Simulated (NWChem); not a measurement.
C$_{4}$H$_{5}$NO; SMILES C(/C=C)=N\C=O

```xyz
11

C      0.5172    -2.7156     0.0000
C     -0.3866    -1.7245     0.0000
C      0.0086    -0.3296     0.0000
N     -0.8602     0.6155     0.0000
C     -0.3354     1.9284     0.0000
O      0.8286     2.2332     0.0000
H      1.5908    -2.5009     0.0000
H      0.2189    -3.7668     0.0000
H     -1.4624    -1.9250     0.0000
H      1.0921    -0.1030     0.0000
H     -1.1412     2.6947     0.0000
```
Atoms are numbered in this order, from 1.

This is a stationary point of PBE0/def2-SVP (NWChem), point group Cs. 

Q: Is it a minimum? If not, what does it relax to?

A: No. It has an imaginary frequency of 158i cm⁻¹. Following that mode (on a finer grid) lowers the energy by 1.1 kcal/mol and ends, with real frequencies alone, at point group C1:
```xyz
11

C      0.5070    -2.7165    -0.0523
C     -0.3591    -1.7067     0.1078
C      0.0294    -0.3198    -0.0850
N     -0.7990     0.6428     0.0539
C     -0.3306     1.9498    -0.0472
O      0.6697     2.3700     0.4743
H      1.5463    -2.5304    -0.3423
H      0.2121    -3.7569     0.1031
H     -1.3999    -1.8817     0.3971
H      1.0841    -0.1277    -0.3632
H     -1.0218     2.6022    -0.6298
```
